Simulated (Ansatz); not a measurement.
One change: `[BH2][GaH][CH2]CCl` becomes `CCCl`.

Ansatz, PBE0-D4/def2-TZVP geometries, multiplicity 1. Each molecule was computed in one conformer, which needn't be the lowest. `[BH2][GaH][CH2]CCl` holds a close contact that its SMILES doesn't draw: Cl···Ga 2.80 Å.

Scalar relativity is left out up to krypton.

| property | `[BH2][GaH][CH2]CCl` |
| --- | --- |
| HOMO energy (PBE/def2-TZVPP) / eV | -5.97 |
| LUMO energy (B3LYP/def2-TZVPP) / eV | -2.28 |
| LUMO energy (ωB97M-V/def2-TZVPP) / eV | -0.19 |
| LUMO energy (PBE0/def2-TZVPP) / eV | -2.08 |
| LUMO energy (PBE/def2-TZVPP) / eV | -3.05 |
| zero-point energy (PBE0-D4/def2-TZVP) / kJ/mol | 216.5 |

Give the same properties after the change, and the shifts. (An estimate is asked.)

Ansatz gave: 
```json
{"property": "HOMO energy (PBE/def2-TZVPP) / eV", "`CCCl`": "-6.88", "shift": "-0.91"}
{"property": "LUMO energy (B3LYP/def2-TZVPP) / eV", "`CCCl`": "0.58", "shift": "2.86"}
{"property": "LUMO energy (ωB97M-V/def2-TZVPP) / eV", "`CCCl`": "2.60", "shift": "2.79"}
{"property": "LUMO energy (PBE0/def2-TZVPP) / eV", "`CCCl`": "0.90", "shift": "2.98"}
{"property": "LUMO energy (PBE/def2-TZVPP) / eV", "`CCCl`": "-0.15", "shift": "2.90"}
{"property": "zero-point energy (PBE0-D4/def2-TZVP) / kJ/mol", "`CCCl`": "175.1", "shift": "-41.4"}
```

With PBE0 the HOMO falls by 1.18 eV and the LUMO rises by 2.98 eV, so the gap widens by about 4.16 eV. PBE moves the HOMO by -0.91 eV and ωB97M-V by -1.36 eV. The zero-point energy changes by -41.4 kJ/mol with -12 modes.

Positive LUMOs are unbound, so they and the gaps depend on the basis.

B3LYP here is the variant with VWN-RPA as its local correlation; programs differ in this.
